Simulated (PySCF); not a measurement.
SMILES [CH2]N=C (C2H4N), doublet (PBE0/def2-SVP optimised geometry):

```
7

C     -1.236     0.582     0.000
N      0.079     0.582     0.000
C      0.736    -0.557     0.000
H     -1.831    -0.350     0.000
H     -1.770     1.538     0.000
H      1.831    -0.542    -0.001
H      0.226    -1.538     0.000
```

Method: unrestricted PBE0/def2-TZVP (PySCF 2.14.0).

### Question
What are the frontier orbital energies (α orbitals alone; a β orbital can be the lowest empty one) and the dipole moment?

### Answer
HOMO-2 -10.95 eV, HOMO-1 -7.49 eV, HOMO -6.32 eV, LUMO 0.05 eV, LUMO+1 1.85 eV; dipole moment 1.46 D.

Meta-Löwdin charges at PBE0/def2-TZVP: C1 -0.12, N2 -0.21, C3 -0.12, H4 0.09, H5 0.13, H6 0.13, H7 0.09.
